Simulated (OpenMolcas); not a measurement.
**Ti2+, Zr2+, Hf2+: d2 down the group**

```
Program             : OpenMolcas 26.06
Method              : MS-CASPT2, IPEA 0.25 Eh, imaginary shift 0.1 Eh
Basis               : ANO-RCC-VTZP
Scalar Hamiltonian  : DKH2, point nucleus
Spin-orbit coupling : state interaction with AMFI integrals over the reference wave functions, term energies averaged over their components
```

Active space for each ion: 2 electrons in 6 orbitals (d s); closed shells correlated by CASPT2: Ti2+ 3s 3p; Zr2+ 4s 4p; Hf2+ 5s 5p.

Computed levels in cm-1 above 3F2:

| Level | Ti2+ | Zr2+ | Hf2+ |
| --- | --- | --- | --- |
| 3F3 | 198 | 701 | 3640 |
| 3F4 | 455 | 1525 | 6650 |
| 3P0 | 11050 | 8630 | 9680 |
| 3P1 | 11110 | 8910 | 11970 |
| 3P2 | 11250 | 9410 | 13470 |
| 1G4 | 14700 | 11670 | 15560 |
| 1S0 | 32530 | 23970 | 31990 |
| weight of 3F in the lowest level (%) | 100 | 99 | 77 |

Mixed levels, with the weight of the term that names them: Hf2+ 3P0 (75 %).

Measured, with the error of the calculation in %. Measured levels: Ti2+ from Corliss and Sugar, J. Phys. Chem. Ref. Data 8, 1 (1979); Zr2+ from Moore, Atomic Energy Levels, vol. II, NSRDS-NBS 35 (1971 reprint of NBS Circular 467, 1952); NIST levels as listed in Rynkun, Gaigalas and Jonsson, Astron. Astrophys. 637, A10 (2020).

| Level | Ti2+ | Zr2+ |
| --- | --- | --- |
| 3F3 | 185 (+7.3) | 681 (+2.9) |
| 3F4 | 420 (+8.3) | 1486 (+2.6) |
| 3P0 | 10538 (+4.8) | 8062 (+7.0) |
| 3P1 | 10604 (+4.8) | 8326 (+7.0) |
| 3P2 | 10721 (+5.0) | 8838 (+6.5) |
| 1G4 | 14398 (+2.1) | 11049 (+5.6) |
| 1S0 | 32476 (+0.2) | 23979 (0) |

The fine-structure level 3F4 changes by a factor of 14.6 from Ti2+ to Hf2+.

Without spin-orbit coupling 3P lies 10920, 8200, 8330 cm-1 above 3F in that order; the difference to the level 3P0, of either sign, comes from spin-orbit coupling, which also lowers the zero.

CASPT2 breaks the degeneracy within a term, and the mean is taken; among the terms shown or strongly mixed into the levels shown the widest spread is 760 cm-1 (3d2 1G, Ti2+). Over all roots computed the reference weight is 0.91 to 0.96 in Hf2+; the roots of lowest weight are the least certain, and an intruder state may touch them. Configurations are named by rounded mean occupations; where the s occupation lies near a half they are strongly mixed, a name can repeat and a true partner stay unpaired (holds for Hf2+). The CASPT2 spread within a term exceeds the gap to the next term for 5d2 1D and 5d2 3F, so the order of their levels is uncertain, and so are names and mixing where such terms share a J (holds for Hf2+). Computed and measured levels are paired by configuration, term and J; levels that our copy of the source lacks, or whose pairing is in doubt (as where it misses far off the trend of its configuration), stay unpaired and out of the deviations. Levels of configurations outside the active space are missing.
